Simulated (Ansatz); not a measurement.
Mulliken charges of `[CH3][Zr]([OH])([OH])[F]` from B3LYP/def2-TZVPP in Ansatz (PBE0-D4/def2-TZVP geometry).

| atom | x (Å) | y (Å) | z (Å) | charge (e) |
| --- | --- | --- | --- | --- |
| C1 | -1.449 | -0.495 | -0.413 | -0.593 |
| Zr2 | 0.407 | 0.534 | 0.252 | 1.414 |
| O3 | 1.058 | -0.483 | 1.738 | -0.525 |
| O4 | 1.567 | 0.543 | -1.273 | -0.525 |
| F5 | -0.102 | 2.308 | 0.771 | -0.413 |
| H6 | -2.186 | -0.537 | 0.397 | 0.093 |
| H7 | -1.909 | 0.031 | -1.258 | 0.093 |
| H8 | -1.245 | -1.523 | -0.732 | 0.092 |
| H9 | 1.568 | -0.926 | 2.410 | 0.182 |
| H10 | 2.291 | 0.548 | -1.892 | 0.182 |

Q: By hand: the dipole of these point charges (1 e Å = 4.8032 D).

A: Σ q r = (0.306, -0.192, -0.014) e Å, of length 0.362 e Å = 1.74 D.

Q: How does the dipole of the full density compare? (An estimate is asked.)

A: Ansatz gave: (0.500, -0.331, -0.031) e Å, 2.88 D; the point charges give 0.60 times that, at 2° from its direction.

Point charges leave out the atoms' own dipoles, such as those of lone pairs, and Mulliken's split depends on the basis, so the two needn't agree.

B3LYP here is the variant with VWN-RPA as its local correlation; programs differ in this.
